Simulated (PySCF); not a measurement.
**Broadened absorption spectrum of Ge(OH)2Me2**

Compound: Ge(OH)2Me2, C2H8GeO2.
SMILES: `[CH3][Ge]([CH3])([OH])[OH]`

Theory: TDDFT PBE0/def2-SVPD, vertical, gas phase, core orbitals frozen in the response in PySCF 2.14.0, density-fitted response routines. Isolated species at its PBE0-D3(BJ)/def2-SVP geometry (one conformer only). Relativistic effects, spin–orbit coupling among them, are left out although an element past zinc is present.

Each state is given a Gaussian of 0.5 eV full width at half maximum, with ε(max) = 2.175×10⁸ f / Δν̃ (Δν̃ the width in cm⁻¹). The cross-section is σ = 3.8235×10⁻²¹ ε cm², given in Mb (10⁻¹⁸ cm²). The width is an assumption, not a result. The curve ends short of the highest state used, and states not computed would add to its high-energy end.

| λ (nm) | σ (Mb) |
| --- | --- |
| 140.4 | 18.25 |
| 141.4 | 19.70 |
| 142.4 | 20.37 |
| 143.4 | 20.15 |
| 144.5 | 18.98 |
| 145.5 | 17.26 |
| 146.5 | 15.21 |
| 147.5 | 13.09 |
| 148.5 | 11.10 |
| 149.5 | 9.37 |
| 150.5 | 7.93 |
| 151.5 | 6.81 |
| 152.6 | 5.98 |
| 153.6 | 5.65 |
| 154.6 | 5.85 |
| 155.6 | 6.71 |
| 156.6 | 8.33 |
| 157.6 | 10.74 |
| 158.6 | 13.85 |
| 159.6 | 17.45 |
| 160.6 | 21.23 |
| 161.7 | 25.17 |
| 162.7 | 28.14 |
| 163.7 | 30.26 |
| 164.7 | 31.38 |
| 165.7 | 31.50 |
| 166.7 | 30.78 |
| 167.7 | 29.44 |
| 168.7 | 27.76 |
| 169.7 | 25.98 |
| 170.8 | 24.10 |
| 171.8 | 22.55 |
| 172.8 | 21.15 |
| 173.8 | 19.84 |
| 174.8 | 18.52 |
| 175.8 | 17.13 |
| 176.8 | 15.61 |
| 177.8 | 13.97 |
| 178.8 | 12.23 |
| 179.9 | 10.28 |
| 180.9 | 8.55 |
| 181.9 | 6.93 |
| 182.9 | 5.48 |
| 183.9 | 4.21 |
| 184.9 | 3.16 |
| 185.9 | 2.31 |
| 186.9 | 1.65 |
| 188.0 | 1.11 |
| 189.0 | 0.76 |
| 190.0 | 0.50 |
| 191.0 | 0.33 |
| 192.0 | 0.21 |
| 193.0 | 0.13 |
| 194.0 | 0.08 |
| 195.0 | 0.05 |
| 196.0 | 0.03 |

Question: Where are the band maxima, and which computed states make them?

Answer: 165 nm (7.50 eV), ε about 8300, made up of S2 (48%) and S3 (46%); 143 nm (8.69 eV), ε about 5300, made up of S7 (43%) and S10 (39%) (ε in L mol⁻¹ cm⁻¹; maxima over ε = 5, shares over 10%). The states used: S1 7.07 eV (f 0.069); S2 7.46 eV (f 0.074); S3 7.59 eV (f 0.078); S4 8.10 eV (f 0.0008); S5 8.21 eV (f 0.019); S6 8.45 eV (f 0.0021); S7 8.57 eV (f 0.050); S8 8.70 eV (f 0.0084); S9 8.76 eV (f 0.0001); S10 8.80 eV (f 0.044); S11 8.95 eV (f 0.0072); S12 9.03 eV (f 0.0072); S13 9.20 eV (f 0.0030); S14 9.24 eV (f 0.011); S15 9.43 eV (f 0.0081).

Question: On this curve, what absorbance would a 10⁻⁵ mol/L sample give at 193 nm over a 1 cm path?

Answer: 193 nm is 6.424 eV, where ε is about 34 L mol⁻¹ cm⁻¹, so A = ε c l ≈ 0.00034 (Beer–Lambert, with the gas-phase spectrum and the assumed width).

Question: Coming from long wavelengths, where does ε first pass 100 L mol⁻¹ cm⁻¹?

Answer: At about 191 nm (6.50 eV), 0.57 eV below S1.

Question: What would ε be at 7.50 eV, the highest of these maxima, with half the width (0.25 eV)?

Answer: About 13200 L mol⁻¹ cm⁻¹ against 8260, a factor of about 1.6; a lone state at its own centre would give exactly 2.
